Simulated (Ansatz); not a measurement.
C2H7AlZn (`[CH3][Zn][CH2][AlH2]`), relaxed with RKS PBE0-D4/def2-TZVP in Ansatz from a GFN2-xTB geometry. The force threshold is 0.005 eV/Å; the program also tests the step.

The species carries charge 0 and has multiplicity 1.

Start:

```xyz
11

C     1.757   -1.372    1.292
Zn    0.548   -0.548   -0.133
C    -0.722    0.355   -1.497
Al   -1.782    1.586   -0.419
H     2.799   -1.405    0.988
H     1.458   -2.388    1.536
H     1.702   -0.788    2.206
H    -1.283   -0.446   -1.996
H    -0.092    0.818   -2.267
H    -1.502    1.603    1.128
H    -2.883    2.587   -0.839
```

(1) By how much does the energy fall, and how many steps does the optimiser take? (Estimate.)

(2) Which bonds change most? (An estimate is asked.)

(3) Give the relaxed structure. (Best estimate.)

Results:

(1) Computed: 8.60 kcal/mol, in 22 steps, 2 of them rejected.

(2) Computed: Zn2–C3 from 2.071 to 1.948 Å; C1–Zn2 from 2.043 to 1.941 Å; Al4–H11 from 1.546 to 1.592 Å; C3–Al4 from 1.950 to 1.920 Å.

(3) Ansatz gave: 
```xyz
11

C     1.911   -1.249    1.130
Zn    0.515   -0.546   -0.021
C    -0.881    0.146   -1.190
Al   -1.828    1.624   -0.413
H     2.893   -1.145    0.662
H     1.749   -2.309    1.339
H     1.935   -0.718    2.085
H    -1.535   -0.712   -1.387
H    -0.362    0.423   -2.116
H    -3.097    1.372    0.515
H    -1.299    3.114   -0.605
```
